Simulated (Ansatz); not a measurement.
Reaction (formal loss of a carbene): `OC[SiH2][SiH3]` → `[CH2]` (triplet) + `O[SiH2][SiH3]`

Computed with Ansatz on PBE0-D4/def2-TZVP structures; ΔE is electronic, products minus reactants. CBS: MP2 limit from def2 TZ/QZ plus the TZ coupled-cluster correction, frozen cores. This one scheme is used for every species. DFT in def2-TZVPP. B3LYP here is the variant with VWN-RPA as its local correlation; programs differ in this. Triplets are unrestricted, without spin–orbit coupling. Each species was taken in one conformer, which may not be the lowest.

`OC[SiH2][SiH3]`:

Cartesian coordinates in Å:
```
O 0.456 -1.970 1.788
C 0.783 -0.869 0.954
Si -0.737 -0.108 0.109
Si -0.149 1.624 -1.354
H 0.017 -2.637 1.255
H 1.246 -0.120 1.602
H 1.540 -1.139 0.204
H -1.694 0.388 1.135
H -1.418 -1.193 -0.660
H -1.357 2.181 -2.020
H 0.782 1.123 -2.402
H 0.531 2.721 -0.611
```

`[CH2]` (triplet):

```xyz
3

C     0.146   -0.183   -0.146
H     0.302    0.830   -0.480
H    -0.448   -0.647    0.626
```

`O[SiH2][SiH3]`:

Cartesian coordinates in Å:
```
O 0.074 -1.902 0.818
Si 0.061 -0.896 -0.495
Si -0.242 1.354 0.103
H 0.736 -1.744 1.491
H 1.327 -1.010 -1.278
H -1.061 -1.367 -1.344
H -0.191 2.215 -1.111
H 0.842 1.788 1.030
H -1.547 1.563 0.785
```

Q: Is it downhill or uphill in electronic energy at CCSD(T)/CBS, and by how much? (Estimate.)

A: Ansatz gave: Uphill: ΔE = +67.1 kcal/mol.

Q: What do these levels give: PBE0-D4, B3LYP-D4, ωB97M-V, B3LYP, CCSD(T)/def2-TZVPP, SCS-MP2/def2-QZVPP? (Estimate.)

A: Computed: PBE0-D4 69.0, B3LYP-D4 66.6, ωB97M-V 68.7, B3LYP 64.2, CCSD(T)/def2-TZVPP 64.9, SCS-MP2/def2-QZVPP 68.0 kcal/mol.

Largest T1 diagnostic among the species: 0.012.

The D4 term adds +2.4 kcal/mol with B3LYP and +1.3 kcal/mol with PBE0; it sums over pairs of atoms, weighted by their polarisabilities, and B3LYP, whose exchange is more repulsive, gets the larger term. In def2-TZVPP, CCSD(T) changes the Hartree–Fock value by +34.9 kcal/mol (the triples alone add +3.1 kcal/mol) and MP2 by +36.0 kcal/mol. From PBE to PBE0 (25 % exact exchange), in def2-TZVPP and without D4, ΔE moves by −3.4 kcal/mol.
